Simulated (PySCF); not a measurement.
Electronic structure of Nb⁺ (niobium, charge +1) at the UHF level

Configuration: [Kr] 4d4, high-spin 5D determinant. All numbers are calculated (PySCF 2.14, the spin-free X2C one-electron Hamiltonian (Gaussian nucleus), in x2c-SVPall (6s5p5d1f, 53 functions)).

| Quantity | Value |
| --- | --- |
| Total energy | -3816.666719 hartree |
| One-electron energy | -5261.0892 hartree |
| Hartree (Coulomb) energy | 1562.2010 hartree |
| Exchange energy | -117.7786 hartree |
| ⟨S²⟩ | 6.0037 |
| ⟨L²⟩ | 6.052 |
| Sum of ⟨r⟩ | 27.31 bohr |
| Sum of ⟨r²⟩ | 38.70 bohr² |
| Traceless quadrupole moment −½Σ⟨3z² − r²⟩ along its main axis | -1.82 e·bohr² |
| Langevin diamagnetic susceptibility | -30.7 ×10⁻⁶ cm³/mol |
| Time after the integrals | 0.3 s of wall time on 1 thread of Neoverse-V1 (shared host) |

| shell | electrons | mean orbital energy (hartree) | spread (hartree) | rms radius, mean of both spins (bohr) |
| --- | --- | --- | --- | --- |
| 1s β | 1 | -701.62512 | 0 | 0.0415 |
| 1s α | 1 | -701.62426 | 0 | 0.0415 |
| 2s α | 1 | -101.02640 | 0 | 0.171 |
| 2s β | 1 | -101.00463 | 0 | 0.171 |
| 2p α | 3 | -90.05865 | 0.00066 | 0.152 |
| 2p β | 3 | -90.03766 | 0.00563 | 0.152 |
| 3s α | 1 | -18.20922 | 0 | 0.471 |
| 3s β | 1 | -18.19717 | 0 | 0.471 |
| 3p α | 3 | -14.50904 | 0.00884 | 0.479 |
| 3p β | 3 | -14.49462 | 0.01242 | 0.479 |
| 3d α | 5 | -8.45845 | 0.02688 | 0.473 |
| 3d β | 5 | -8.42409 | 0.01439 | 0.473 |
| 4s α | 1 | -2.96804 | 0 | 1.24 |
| 4s β | 1 | -2.81286 | 0 | 1.24 |
| 4p α | 3 | -1.92971 | 0.02407 | 1.41 |
| 4p β | 3 | -1.71265 | 0.04495 | 1.41 |
| 4d α | 4 | -0.53417 | 0.04017 | 2.21 |

Densities and radii are taken from the X2C orbitals without a picture-change correction, which distorts them close to the nucleus.
